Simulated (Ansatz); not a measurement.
Computed with Ansatz on PBE0-D4/def2-TZVP structures; ΔE is electronic, products minus reactants. CCSD(T)/CBS is the MP2 limit (def2-TZVPP, def2-QZVPP) plus CCSD(T) − MP2 in def2-TZVPP, frozen cores. This one scheme is used for every species. Functionals use def2-TZVPP. B3LYP here is the variant with VWN-RPA as its local correlation; programs differ in this. HSE06 is defined as in plane-wave codes. Elements past krypton have def2 core potentials. For Nb outer-core shells are correlated without core-valence functions, which leaves a few kJ/mol of doubt a bond. Each species was taken in one conformer, which may not be the lowest.

Consider the ligand exchange at the Nb–N bond: `[NH]=[Nb]([NH2])([NH2])[NH2]` + H–F → `[NH]=[Nb]([NH2])([NH2])[F]` + NH₃.

```tsv
level	ΔE (kcal/mol)	difference from CCSD(T)/CBS
PBE0-D4	-25.2	-1.6
r2SCANh-D4	-26.9	-3.3
HSE06-D4	-25.2	-1.6
BHLYP-D4	-26.1	-2.5
CAM-B3LYP-D4	-27.1	-3.5
PBE-QIDH	-24.8	-1.2
revPBE	-27.6	-4.0
PBE0	-26.2	-2.6
B3LYP	-27.8	-4.2
r2SCANh	-27.2	-3.6
r2SCAN0	-26.5	-2.9
CAM-B3LYP	-28.1	-4.5
CCSD(T)/def2-SVP	-26.5	-2.9
CCSD/def2-TZVPP	-24.4	-0.8
MP2/def2-QZVPP	-22.8	0.8
HF/CBS(def2)	-28.0	-4.4
CCSD(T)/CBS	-23.6	0
```

Largest T1 diagnostic among the species: 0.020, so the coupled-cluster value is less sure than usual.

From BLYP to BHLYP (50 % exact exchange), in def2-TZVPP and without D4, ΔE moves by +1.1 kcal/mol. At CCSD(T), def2-SVP lies −2.9 kcal/mol from the extrapolated value and def2-TZVPP −0.3 kcal/mol.
